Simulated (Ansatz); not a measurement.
Computed with PBE0-D4/def2-SVP (Ansatz, a first-principles code). No frequencies were computed at this level.

Ansatz 0.2 input:
```yaml
crystal:
  periodic: [false, false, false]
  atoms:
    - { symbol: In, position_ang: [-0.107069, 0.244954, -0.045009] }
    - { symbol: F, position_ang: [-0.550598, -1.140787, -1.373943] }
    - { symbol: F, position_ang: [-0.778249, 2.064314, -0.308482] }
    - { symbol: F, position_ang: [0.299939, -0.381622, 1.77768] }
    - { symbol: O, position_ang: [2.021522, -0.567439, -0.426506] }
    - { symbol: H, position_ang: [1.828163, -1.293566, -1.038095] }
    - { symbol: H, position_ang: [2.214456, -0.963869, 0.436217] }
basis:
  gaussian: { orbitals: def2-svp }
hamiltonian:
  xc: pbe0
  dispersion: d4
relax:
  max_steps: 150
```

Output:

```
[...]
reference -15388.49076672 eV, -565.5166049834 hartree; 29, 29 occupied and 63, 63 virtual orbitals, 1033 factors
relax step   7: F+E_penalty+E_count = -15388.58192621 eV  Δ(F+E_penalty+E_count) = -2.512e-4 eV  max|allowed force component| = 3.222e-2 eV/Å  Δτ_max = 0.0140 Å  (32 SCF iters, accepted)
these checks for a lower state are left out or cut short: starts, cluster_reference, orbital_swaps, neighbouring_geometries, increment
1033 factors; integrals over basis functions are off by at most 2.9e-4 eV
mean field evaluation 64: about -15388.4909 eV, gradient 1.8e-5 eV
mean field -15388.49086317 eV, -565.5166085276 hartree, gradient 1.8e-5 eV, S^2 0.000000; 0 other end points of the search recorded, 0 dependent functions left out
reference -15388.49090393 eV, -565.5166100257 hartree; 29, 29 occupied and 63, 63 virtual orbitals, 1033 factors
relax step   8: F+E_penalty+E_count = -15388.58205770 eV  Δ(F+E_penalty+E_count) = -1.315e-4 eV  max|allowed force component| = 1.768e-2 eV/Å  Δτ_max = 0.0049 Å  (24 SCF iters, accepted)
these checks for a lower state are left out or cut short: starts, cluster_reference, orbital_swaps, neighbouring_geometries, increment
1033 factors; integrals over basis functions are off by at most 2.8e-4 eV
mean field -15388.49090898 eV, -565.5166102113 hartree, gradient 1.2e-5 eV, S^2 0.000000; 0 other end points of the search recorded, 0 dependent functions left out
reference -15388.49094975 eV, -565.5166117094 hartree; 29, 29 occupied and 63, 63 virtual orbitals, 1033 factors
relax step   9: F+E_penalty+E_count = -15388.58211037 eV  Δ(F+E_penalty+E_count) = -5.267e-5 eV  max|allowed force component| = 1.260e-2 eV/Å  Δτ_max = 0.0059 Å  (25 SCF iters, accepted)
these checks for a lower state are left out or cut short: starts, cluster_reference, orbital_swaps, neighbouring_geometries, increment
1033 factors; integrals over basis functions are off by at most 2.8e-4 eV
mean field -15388.49094554 eV, -565.5166115549 hartree, gradient 1.3e-5 eV, S^2 0.000000; 0 other end points of the search recorded, 0 dependent functions left out
reference -15388.49098632 eV, -565.5166130535 hartree; 29, 29 occupied and 63, 63 virtual orbitals, 1033 factors
relax step  10: F+E_penalty+E_count = -15388.58212018 eV  Δ(F+E_penalty+E_count) = -9.807e-6 eV  max|allowed force component| = 9.451e-3 eV/Å  Δτ_max = 0.0037 Å  (24 SCF iters, accepted)
these checks for a lower state are left out or cut short: starts, cluster_reference, orbital_swaps, neighbouring_geometries, increment
1033 factors; integrals over basis functions are off by at most 2.8e-4 eV
mean field -15388.49102568 eV, -565.5166144999 hartree, gradient 1.6e-5 eV, S^2 0.000000; 0 other end points of the search recorded, 0 dependent functions left out
reference -15388.49106646 eV, -565.5166159985 hartree; 29, 29 occupied and 63, 63 virtual orbitals, 1033 factors
relax step  11: F+E_penalty+E_count = -15388.58219549 eV  Δ(F+E_penalty+E_count) = -7.531e-5 eV  max|allowed force component| = 1.383e-2 eV/Å  Δτ_max = 0.0209 Å  (31 SCF iters, accepted)
these checks for a lower state are left out or cut short: starts, cluster_reference, orbital_swaps, neighbouring_geometries, increment
1033 factors; integrals over basis functions are off by at most 2.8e-4 eV
mean field -15388.49106275 eV, -565.5166158620 hartree, gradient 1.1e-5 eV, S^2 0.000000; 0 other end points of the search recorded, 0 dependent functions left out
reference -15388.49110352 eV, -565.5166173604 hartree; 29, 29 occupied and 63, 63 virtual orbitals, 1033 factors
relax step  12: F+E_penalty+E_count = -15388.58223680 eV  Δ(F+E_penalty+E_count) = -4.131e-5 eV  max|allowed force component| = 7.561e-3 eV/Å  Δτ_max = 0.0035 Å  (23 SCF iters, accepted)
these checks for a lower state are left out or cut short: starts, cluster_reference, orbital_swaps, neighbouring_geometries, increment
1033 factors; integrals over basis functions are off by at most 2.9e-4 eV
mean field -15388.49110070 eV, -565.5166172568 hartree, gradient 2.0e-5 eV, S^2 0.000000; 0 other end points of the search recorded, 0 dependent functions left out
reference -15388.49114147 eV, -565.5166187551 hartree; 29, 29 occupied and 63, 63 virtual orbitals, 1033 factors
relax step  13: F+E_penalty+E_count = -15388.58227235 eV  Δ(F+E_penalty+E_count) = -3.555e-5 eV  max|allowed force component| = 7.935e-3 eV/Å  Δτ_max = 0.0045 Å  (23 SCF iters, accepted)
these checks for a lower state are left out or cut short: starts, cluster_reference, orbital_swaps, neighbouring_geometries, increment
1033 factors; integrals over basis functions are off by at most 3.4e-4 eV
mean field evaluation 96: about -15388.4380 eV, gradient 1.3e0 eV
mean field -15388.49127987 eV, -565.5166238413 hartree, gradient 1.5e-5 eV, S^2 0.000000; 0 other end points of the search recorded, 0 dependent functions left out
reference -15388.49132063 eV, -565.5166253392 hartree; 29, 29 occupied and 63, 63 virtual orbitals, 1033 factors
relax step  14: F+E_penalty+E_count = -15388.58243433 eV  Δ(F+E_penalty+E_count) = -1.620e-4 eV  max|allowed force component| = 2.619e-2 eV/Å  Δτ_max = 0.0214 Å  (31 SCF iters, accepted)
these checks for a lower state are left out or cut short: starts, cluster_reference, orbital_swaps, neighbouring_geometries, increment
1033 factors; integrals over basis functions are off by at most 7.2e-4 eV
mean field -15388.46671328 eV, -565.5157210356 hartree, gradient 2.4e-5 eV, S^2 0.000000; 0 other end points of the search recorded, 0 dependent functions left out
reference -15388.46675392 eV, -565.5157225290 hartree; 29, 29 occupied and 63, 63 virtual orbitals, 1033 factors
relax step  15: F+E_penalty+E_count = -15388.55734686 eV  Δ(F+E_penalty+E_count) = +2.509e-2 eV  max|allowed force component| = 7.785e-1 eV/Å  Δτ_max = 0.1965 Å  (28 SCF iters, rejected (line search))
these checks for a lower state are left out or cut short: starts, cluster_reference, orbital_swaps, neighbouring_geometries, increment
1033 factors; integrals over basis functions are off by at most 4.1e-4 eV
mean field -15388.49155587 eV, -565.5166339839 hartree, gradient 1.5e-5 eV, S^2 0.000000; 0 other end points of the search recorded, 0 dependent functions left out
reference -15388.49159662 eV, -565.5166354815 hartree; 29, 29 occupied and 63, 63 virtual orbitals, 1033 factors
relax step  16: F+E_penalty+E_count = -15388.58269016 eV  Δ(F+E_penalty+E_count) = -2.558e-4 eV  max|allowed force component| = 3.989e-2 eV/Å  Δτ_max = 0.0212 Å  (31 SCF iters, accepted)
these checks for a lower state are left out or cut short: starts, cluster_reference, orbital_swaps, neighbouring_geometries, increment
1033 factors; integrals over basis functions are off by at most 4.7e-4 eV
mean field -15388.49190624 eV, -565.5166468598 hartree, gradient 1.5e-5 eV, S^2 0.000000; 0 other end points of the search recorded, 0 dependent functions left out
reference -15388.49194699 eV, -565.5166483573 hartree; 29, 29 occupied and 63, 63 virtual orbitals, 1033 factors
relax step  17: F+E_penalty+E_count = -15388.58301284 eV  Δ(F+E_penalty+E_count) = -3.227e-4 eV  max|allowed force component| = 5.858e-2 eV/Å  Δτ_max = 0.0221 Å  (31 SCF iters, accepted)
these checks for a lower state are left out or cut short: starts, cluster_reference, orbital_swaps, neighbouring_geometries, increment
1033 factors; integrals over basis functions are off by at most 7.0e-4 eV
mean field evaluation 128: about -15388.4899 eV, gradient 5.8e-4 eV
mean field -15388.48991831 eV, -565.5165738047 hartree, gradient 1.9e-5 eV, S^2 0.000000; 0 other end points of the search recorded, 0 dependent functions left out
reference -15388.48995904 eV, -565.5165753018 hartree; 29, 29 occupied and 63, 63 virtual orbitals, 1033 factors
relax step  18: F+E_penalty+E_count = -15388.58078712 eV  Δ(F+E_penalty+E_count) = +2.226e-3 eV  max|allowed force component| = 3.752e-1 eV/Å  Δτ_max = 0.1041 Å  (30 SCF iters, rejected (line search))
these checks for a lower state are left out or cut short: starts, cluster_reference, orbital_swaps, neighbouring_geometries, increment
1033 factors; integrals over basis functions are off by at most 5.8e-4 eV
mean field -15388.49363922 eV, -565.5167105456 hartree, gradient 1.5e-5 eV, S^2 0.000000; 0 other end points of the search recorded, 0 dependent functions left out
reference -15388.49367999 eV, -565.5167120441 hartree; 29, 29 occupied and 63, 63 virtual orbitals, 1033 factors
relax step  19: F+E_penalty+E_count = -15388.58467038 eV  Δ(F+E_penalty+E_count) = -1.658e-3 eV  max|allowed force component| = 6.073e-2 eV/Å  Δτ_max = 0.0521 Å  (31 SCF iters, accepted)
these checks for a lower state are left out or cut short: starts, cluster_reference, orbital_swaps, neighbouring_geometries, increment
1033 factors; integrals over basis functions are off by at most 6.8e-4 eV
mean field -15388.49507652 eV, -565.5167633654 hartree, gradient 1.5e-5 eV, S^2 0.000000; 0 other end points of the search recorded, 0 dependent functions left out
reference -15388.49511734 eV, -565.5167648657 hartree; 29, 29 occupied and 63, 63 virtual orbitals, 1033 factors
relax step  20: F+E_penalty+E_count = -15388.58596822 eV  Δ(F+E_penalty+E_count) = -1.298e-3 eV  max|allowed force component| = 1.470e-1 eV/Å  Δτ_max = 0.0731 Å  (30 SCF iters, accepted)
these checks for a lower state are left out or cut short: starts, cluster_reference, orbital_swaps, neighbouring_geometries, increment
1033 factors; integrals over basis functions are off by at most 7.1e-4 eV
mean field -15388.49490176 eV, -565.5167569432 hartree, gradient 1.6e-5 eV, S^2 0.000000; 0 other end points of the search recorded, 0 dependent functions left out
reference -15388.49494256 eV, -565.5167584425 hartree; 29, 29 occupied and 63, 63 virtual orbitals, 1033 factors
relax step  21: F+E_penalty+E_count = -15388.58579635 eV  Δ(F+E_penalty+E_count) = +1.719e-4 eV  max|allowed force component| = 1.291e-1 eV/Å  Δτ_max = 0.0366 Å  (31 SCF iters, rejected (line search))
these checks for a lower state are left out or cut short: starts, cluster_reference, orbital_swaps, neighbouring_geometries, increment
1033 factors; integrals over basis functions are off by at most 7.0e-4 eV
mean field -15388.49579135 eV, -565.5167896352 hartree, gradient 1.5e-5 eV, S^2 0.000000; 0 other end points of the search recorded, 0 dependent functions left out
reference -15388.49583219 eV, -565.5167911358 hartree; 29, 29 occupied and 63, 63 virtual orbitals, 1033 factors
relax step  22: F+E_penalty+E_count = -15388.58668621 eV  Δ(F+E_penalty+E_count) = -7.180e-4 eV  max|allowed force component| = 3.354e-2 eV/Å  Δτ_max = 0.0183 Å  (31 SCF iters, accepted)
these checks for a lower state are left out or cut short: starts, cluster_reference, orbital_swaps, neighbouring_geometries, increment
1033 factors; integrals over basis functions are off by at most 7.0e-4 eV
mean field evaluation 160: about -15388.4485 eV, gradient 1.6e-3 eV
mean field -15388.49594689 eV, -565.5167953509 hartree, gradient 1.5e-5 eV, S^2 0.000000; 0 other end points of the search recorded, 0 dependent functions left out
reference -15388.49598774 eV, -565.5167968521 hartree; 29, 29 occupied and 63, 63 virtual orbitals, 1033 factors
relax step  23: F+E_penalty+E_count = -15388.58680337 eV  Δ(F+E_penalty+E_count) = -1.172e-4 eV  max|allowed force component| = 2.683e-2 eV/Å  Δτ_max = 0.0145 Å  (31 SCF iters, accepted)
these checks for a lower state are left out or cut short: starts, cluster_reference, orbital_swaps, neighbouring_geometries, increment
1033 factors; integrals over basis functions are off by at most 7.1e-4 eV
mean field -15388.49612010 eV, -565.5168017164 hartree, gradient 1.6e-5 eV, S^2 0.000000; 0 other end points of the search recorded, 0 dependent functions left out
reference -15388.49616096 eV, -565.5168032181 hartree; 29, 29 occupied and 63, 63 virtual orbitals, 1033 factors
relax step  24: F+E_penalty+E_count = -15388.58692514 eV  Δ(F+E_penalty+E_count) = -1.218e-4 eV  max|allowed force component| = 1.007e-2 eV/Å  Δτ_max = 0.0270 Å  (31 SCF iters, accepted)
these checks for a lower state are left out or cut short: starts, cluster_reference, orbital_swaps, neighbouring_geometries, increment
1033 factors; integrals over basis functions are off by at most 7.1e-4 eV
mean field -15388.49612288 eV, -565.5168018185 hartree, gradient 1.6e-5 eV, S^2 0.000000; 0 other end points of the search recorded, 0 dependent functions left out
reference -15388.49616374 eV, -565.5168033201 hartree; 29, 29 occupied and 63, 63 virtual orbitals, 1033 factors
relax step  25: F+E_penalty+E_count = -15388.58692863 eV  Δ(F+E_penalty+E_count) = -3.490e-6 eV  max|allowed force component| = 6.054e-3 eV/Å  Δτ_max = 0.0033 Å  (24 SCF iters, accepted)
1033 factors; integrals over basis functions are off by at most 7.1e-4 eV
mean field evaluation 192: about -15388.4961 eV, gradient 1.1e-3 eV
mean field -15388.49612288 eV, -565.5168018185 hartree, gradient 1.6e-5 eV, S^2 0.000000; 1 other end points of the search recorded, 0 dependent functions left out
reference -15388.49616374 eV, -565.5168033201 hartree; 29, 29 occupied and 63, 63 virtual orbitals, 1033 factors
Total energy: -15388.58696949 eV, -565.5201403697 hartree
Atom 0 at    -0.147989     0.167990     0.068943 Å, force    -0.001705     0.000712    -0.002266 eV/Å
Atom 1 at    -0.427524    -1.243877    -1.281556 Å, force    -0.000858    -0.001596    -0.004294 eV/Å
Atom 2 at    -0.508023     2.017660    -0.390471 Å, force     0.000774     0.001491    -0.000799 eV/Å
Atom 3 at    -0.034034    -0.432863     1.919375 Å, force     0.001531    -0.001512     0.006054 eV/Å
Atom 4 at     1.968332    -0.466047    -0.469018 Å, force     0.001220     0.000909     0.000173 eV/Å
Atom 5 at     1.652805    -1.160511    -1.078787 Å, force     0.000191    -0.000387     0.003772 eV/Å
Atom 6 at     2.424598    -0.920367     0.253375 Å, force    -0.001154     0.000384    -0.002640 eV/Å
Dipole moment:     0.646477    -0.398882    -0.043367 e Å
```

Cost: very roughly 120 core-seconds.
